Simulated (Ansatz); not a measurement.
Harmonic frequencies (cm⁻¹) at PBE0-D4/def2-TZVP from Ansatz: 11, 23, 28, 105, 146, 193, 202, 205, 242, 272, 353, 393, 535, 537, 636, 704, 758, 792, 797, 854, 970, 1194, 1212, 1231, 1316, 1318, 1424, 1479, 3062, 3117.

Each molecule was computed in one conformer, which needn't be the lowest.

(1) Which molecule is it?
A. `[NH2][Ti]([NH2])([NH2])[NH2]`
B. `FC(F)(F)C[O][Ti]([F])([F])[F]`
C. `[OH][Ti]([OH])([OH])[SH]`
D. `C#[C][Ti]([C]#C)([C]#C)[C]#C`

Results:

(1) B.
